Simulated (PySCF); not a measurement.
## Calculated data, H$_{4}$NOSi$_{2}$, BClH$_{4}$OSi, AlH$_{5}$NOSi, FH$_{4}$OSi$_{2}$

All values are calculated (PySCF 2.14.0). Calculation on a computer-drawn molecule: the log of a Hartree-Fock and frozen-core CCSD(T) single point meant for a local Hartree-Fock minimum, with one planted fault or none, to be diagnosed. Offsets are logged minus clean, where the clean run is the same molecule without the fault. The reference is restricted for singlets and unrestricted otherwise, and also for a bond in bohr or an excited solution. Adding or removing an electron swaps singlet and doublet. The excited solution moves the top pair (singlet) or top alpha electron (doublet) to the lowest empty orbital. Highest occupied and lowest empty are orbital energies over both spins, largest force is the largest gradient component, triples share is (T) over the correlation energy, the T1 limit is 0.02 restricted and 0.045 unrestricted, electrons count all cores, a negative frequency is imaginary (commonest isotopes), and the dipole is about the centre of nuclear charge.

Common to all runs: meant basis cc-pV(D+d)Z; logged SCF converged yes; logged CC converged yes; logged SCF stable within its kind yes; possible faults no fault, one electron removed, one electron added, multiplicity raised by two, geometry at a saddle point, SCF held on an excited solution, minimal basis STO-3G, one bond length entered in bohr, all coordinates scaled.

(1) 
```xyz
8
formula=H4NOSi2 meant_charge=1 meant_multiplicity=1 logged_electrons=45 logged_basis_functions=94 logged_spin_squared=0.7606 logged_highest_occupied=-24.634 logged_lowest_empty=-12.747 logged_largest_force=0.09599 logged_T1_diagnostic=0.031337 logged_D1_diagnostic=0.16951 logged_triples_share=0.026406 logged_dipole_magnitude=5.1576 logged_energy_HF=-708.80257 logged_energy_CCSD(T)=-709.32214 planted_fault=one_electron_removed HF_energy_offset_from_clean_run=333.1 CCSD(T)_energy_offset_from_clean_run=358.7
O     -0.0738     1.9411     2.3556
Si     1.2919     2.2993     1.6471
N      2.0117     1.4227     0.5325
Si     2.8179     0.6295    -0.5846
H     -0.6254     1.1814     2.2139
H      1.8206     3.5517     2.1476
H      3.8212    -0.3713    -0.2315
H      2.5777     0.8638    -2.0059
```

Units: logged_highest_occupied, logged_lowest_empty in eV; logged_largest_force in hartree/bohr; logged_dipole_magnitude in debye; logged_energy_HF, logged_energy_CCSD(T) in hartree; HF_energy_offset_from_clean_run, CCSD(T)_energy_offset_from_clean_run in kcal/mol.

Drawn bonds:
| atom | other atom | order |
| --- | --- | --- |
| 1 | 2 | 1 |
| 2 | 3 | 1 |
| 3 | 4 | 2 |
| 1 | 5 | 1 |
| 2 | 6 | 1 |
| 4 | 7 | 1 |
| 4 | 8 | 1 |

(2) 
```xyz
8
formula=BClH4OSi meant_charge=0 meant_multiplicity=1 logged_electrons=48 logged_basis_functions=94 logged_spin_squared=2.0138 logged_highest_occupied=-7.575 logged_lowest_empty=-1.7803 logged_largest_force=0.043187 logged_T1_diagnostic=0.026779 logged_D1_diagnostic=0.1668 logged_triples_share=0.026473 logged_dipole_magnitude=1.8159 logged_energy_HF=-850.25636 logged_energy_CCSD(T)=-850.81933 planted_fault=multiplicity_raised_by_two HF_energy_offset_from_clean_run=80.56 CCSD(T)_energy_offset_from_clean_run=81.88
O     -2.5057    -1.0320     0.1224
Si    -1.5753    -1.0822     1.4874
B      0.3089    -1.7573     1.0995
Cl     0.8763    -1.8625    -0.5749
H     -2.0861    -0.8573    -0.7070
H     -1.4421     0.2630     2.1013
H     -2.2615    -1.9690     2.4489
H      1.1045    -2.0748     1.9323
```

Units: logged_highest_occupied, logged_lowest_empty in eV; logged_largest_force in hartree/bohr; logged_dipole_magnitude in debye; logged_energy_HF, logged_energy_CCSD(T) in hartree; HF_energy_offset_from_clean_run, CCSD(T)_energy_offset_from_clean_run in kcal/mol.

Drawn bonds:
| atom | other atom | order |
| --- | --- | --- |
| 1 | 2 | 1 |
| 2 | 3 | 1 |
| 3 | 4 | 1 |
| 1 | 5 | 1 |
| 2 | 6 | 1 |
| 2 | 7 | 1 |
| 3 | 8 | 1 |

(3) 
```xyz
9
formula=AlH5NOSi meant_charge=0 meant_multiplicity=2 logged_electrons=47 logged_basis_functions=99 logged_spin_squared=0.753 logged_highest_occupied=-8.0655 logged_lowest_empty=1.4526 logged_largest_force=0.077845 logged_T1_diagnostic=0.012342 logged_D1_diagnostic=0.03429 logged_triples_share=0.021586 logged_dipole_magnitude=1.4012 logged_energy_HF=-663.10596 logged_energy_CCSD(T)=-663.64966 planted_fault=all_coordinates_scaled,by_-7.2_% HF_energy_offset_from_clean_run=35.44 CCSD(T)_energy_offset_from_clean_run=42.77
O      0.7867     2.6103     2.2270
Si     0.5060     1.6102     1.1011
N      1.7295     1.4340     0.0878
Al     2.6389     0.1045    -0.3379
H      1.4773     2.4701     2.7493
H     -0.6046     2.1218     0.4888
H      0.2501     0.3605     1.6106
H      1.9400     2.2198    -0.3783
H      3.6581     0.3308    -1.3845
```

Units: logged_highest_occupied, logged_lowest_empty in eV; logged_largest_force in hartree/bohr; logged_dipole_magnitude in debye; logged_energy_HF, logged_energy_CCSD(T) in hartree; HF_energy_offset_from_clean_run, CCSD(T)_energy_offset_from_clean_run in kcal/mol.

Drawn bonds:
| atom | other atom | order |
| --- | --- | --- |
| 1 | 2 | 1 |
| 2 | 3 | 1 |
| 3 | 4 | 1 |
| 1 | 5 | 1 |
| 2 | 6 | 1 |
| 2 | 7 | 1 |
| 3 | 8 | 1 |
| 4 | 9 | 1 |

(4) 
```xyz
8
formula=FH4OSi2 meant_charge=0 meant_multiplicity=2 logged_electrons=48 logged_basis_functions=94 logged_spin_squared=0 logged_highest_occupied=-17.386 logged_lowest_empty=-7.1431 logged_largest_force=0.060015 logged_T1_diagnostic=0.01793 logged_D1_diagnostic=0.064344 logged_triples_share=0.022628 logged_dipole_magnitude=2.1047 logged_energy_HF=-754.26617 logged_energy_CCSD(T)=-754.86823 planted_fault=one_electron_removed HF_energy_offset_from_clean_run=186.6 CCSD(T)_energy_offset_from_clean_run=185.3
O     -0.5804    -0.7359     1.2380
Si     1.0520    -1.0127     1.2447
Si     1.4503    -2.1319    -0.7917
F      3.0341    -2.5039    -0.8929
H     -0.9751    -0.2596     1.9534
H      1.4553    -1.8707     2.3827
H      1.8058     0.2595     1.3568
H      1.1211    -1.3304    -1.9936
```

Units: logged_highest_occupied, logged_lowest_empty in eV; logged_largest_force in hartree/bohr; logged_dipole_magnitude in debye; logged_energy_HF, logged_energy_CCSD(T) in hartree; HF_energy_offset_from_clean_run, CCSD(T)_energy_offset_from_clean_run in kcal/mol.

Drawn bonds:
| atom | other atom | order |
| --- | --- | --- |
| 1 | 2 | 1 |
| 2 | 3 | 1 |
| 3 | 4 | 1 |
| 1 | 5 | 1 |
| 2 | 6 | 1 |
| 2 | 7 | 1 |
| 3 | 8 | 1 |
